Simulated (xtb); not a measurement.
HGe, doublet, from a rough starting geometry; GFN2-xTB run with xtb.

Here is a job for xtb.
```
$ xtb mol.xyz --gfn 2 --uhf 1 --opt vtight --json

# file mol.xyz
2

Ge     0.01120817    -0.02112828    -0.79950358
H     -0.06787587     0.07892034     0.87992850
```

It wrote (shortened):

```
   ID    Z sym.   atoms
    1   32 Ge     1
    2    1 H      2

           -------------------------------------------------
          |                Calculation Setup                |
           -------------------------------------------------

           -------------------------------------------------
          |                 G F N 2 - x T B                 |
           -------------------------------------------------

          ...................................................
          :                      SETUP                      :
          :.................................................:
          :  # basis functions                  11          :
          :  # atomic orbitals                  10          :
          :  # shells                            4          :
          :  # electrons                         5          :
          :  max. iterations                   250          :
          :  Hamiltonian                  GFN2-xTB          :
          :  restarted?                      false          :
          :  GBSA solvation                  false          :
          :  PC potential                    false          :
          :  electronic temp.          300.0000000     K    :
          :  accuracy                    1.0000000          :
          :  -> integral cutoff          0.2500000E+02      :
          :  -> integral neglect         0.1000000E-07      :
          :  -> SCF convergence          0.1000000E-05 Eh   :
          :  -> wf. convergence          0.1000000E-03 e    :
          :  Broyden damping             0.4000000          :
          :  net charge                          0          :
          :  unpaired electrons                  1          :
          ...................................................

 iter      E             dE          RMSdq      gap      omega  full diag
   1     -2.3669647 -0.236696E+01  0.181E+01    0.00       0.0  T
   2     -2.3670354 -0.707025E-04  0.108E+01    0.00       1.0  T
   3     -2.3670734 -0.379377E-04  0.241E-01    0.00       1.0  T
   4     -2.3670786 -0.519409E-05  0.105E-01    0.00       1.0  T
   5     -2.3670788 -0.238878E-06  0.209E-02    0.00       3.4  T
   6     -2.3670788 -0.789252E-08  0.299E-03    0.00      23.7  T
   7     -2.3670788 -0.166919E-08  0.115E-03    0.00      61.6  T
   8     -2.3670788 -0.515903E-10  0.777E-05    0.00     910.4  T
   9     -2.3670788 -0.753175E-12  0.306E-06    0.00   23113.0  T

   *** convergence criteria satisfied after 9 iterations ***

         :::::::::::::::::::::::::::::::::::::::::::::::::::::
         ::                     SUMMARY                     ::
         :::::::::::::::::::::::::::::::::::::::::::::::::::::
         :: total energy              -2.365795203937 Eh    ::
         :: gradient norm              0.010220483690 Eh/a0 ::
         :: HOMO-LUMO gap              0.000000000000 eV    ::
         ::.................................................::
         :: SCC energy                -2.367078803848 Eh    ::
         :: -> isotropic ES           -0.006085575618 Eh    ::
         :: -> anisotropic ES          0.001966077392 Eh    ::
         :: -> anisotropic XC          0.000233032116 Eh    ::
         :: -> dispersion             -0.000454812057 Eh    ::
         :: repulsion energy           0.001283599911 Eh    ::
         :: add. restraining           0.000000000000 Eh    ::
         :: total charge               0.000000000000 e     ::
         :::::::::::::::::::::::::::::::::::::::::::::::::::::

      -----------------------------------------------------------
     |                   =====================                   |
     |                        A N C O P T                        |
     |                   =====================                   |
     |               Approximate Normal Coordinate               |
     |                Rational Function Optimizer                |
[...]
 * total energy  :    -2.3657952 Eh     change       -0.6661338E-14 Eh
 * total energy  :    -2.3661391 Eh     change       -0.3438763E-03 Eh
 * total energy  :    -2.3661455 Eh     change       -0.6459591E-05 Eh
 * total energy  :    -2.3661509 Eh     change       -0.5321172E-05 Eh
 * total energy  :    -2.3661509 Eh     change       -0.2015523E-08 Eh
   *** GEOMETRY OPTIMIZATION CONVERGED AFTER 5 ITERATIONS ***
[...]
         ::                     SUMMARY                     ::
         :::::::::::::::::::::::::::::::::::::::::::::::::::::
         :: total energy              -2.366150862972 Eh    ::
         :: gradient norm              0.000000363538 Eh/a0 ::
         :: HOMO-LUMO gap              0.000000000000 eV    ::
         ::.................................................::
         :: SCC energy                -2.368155697993 Eh    ::
         :: -> isotropic ES           -0.005799924521 Eh    ::
         :: -> anisotropic ES          0.001599279152 Eh    ::
         :: -> anisotropic XC          0.000129306658 Eh    ::
         :: -> dispersion             -0.000433608163 Eh    ::
         :: repulsion energy           0.002004835021 Eh    ::
         :: add. restraining           0.000000000000 Eh    ::
         :: total charge              -0.000000000000 e     ::
         :::::::::::::::::::::::::::::::::::::::::::::::::::::

           -------------------------------------------------
          |                Property Printout                |
           -------------------------------------------------

    * Orbital Energies and Occupations

         #    Occupation            Energy/Eh            Energy/eV
      -------------------------------------------------------------
         1        2.0000           -0.5883287             -16.0092
         2        2.0000           -0.3832554             -10.4289
         3        0.5000           -0.2631682              -7.1612 (HOMO)
         4        0.5000           -0.2631682              -7.1612 (LUMO)
         5                         -0.1361855              -3.7058
         6                         -0.0112205              -0.3053
         7                         -0.0112205              -0.3053
         8                         -0.0072051              -0.1961
         9                         -0.0072051              -0.1961
        10                          0.5791602              15.7598
      -------------------------------------------------------------
                  HL-Gap            0.0000000 Eh            0.0000 eV
             Fermi-level           -0.2931900 Eh           -7.9781 eV

     #   Z          covCN         q      C6AA      α(0)
     1  32 Ge       0.875     0.165   284.511    36.079
     2   1 H        0.875    -0.165     8.534     4.574

 Mol. C6AA /au·bohr⁶  :        387.940164
 Mol. C8AA /au·bohr⁸  :      29473.733920
 Mol. α(0) /au        :         40.652945

Wiberg/Mayer (AO) data.
largest (>0.10) Wiberg bond orders for each atom

 ---------------------------------------------------------------------------
     #   Z sym  total        # sym  WBO       # sym  WBO       # sym  WBO
 ---------------------------------------------------------------------------
     1  32 Ge   0.973 --     2 H    0.973
     2   1 H    0.973 --     1 Ge   0.973
 ---------------------------------------------------------------------------

Topologies differ in total number of bonds
Writing topology from bond orders to xtbtopo.mol

molecular dipole:
                 x           y           z       tot (Debye)
 q only:        0.024      -0.030      -0.508
   full:        0.026      -0.033      -0.553       1.410
molecular quadrupole (traceless):
                xx          xy          yy          xz          yz          zz
 q only:        0.038       0.004       0.037       0.044      -0.045      -0.074
  q+dip:       -0.253       0.002      -0.253       0.006       0.004       0.506
   full:        0.611       0.010       0.607       0.128      -0.151      -1.218

optimized geometry written to: xtbopt.xyz

           -------------------------------------------------
          | TOTAL ENERGY               -2.366150862972 Eh   |
          | GRADIENT NORM               0.000000363538 Eh/α |
          | HOMO-LUMO GAP               0.000000000000 eV   |
           -------------------------------------------------

normal termination of xtb
```
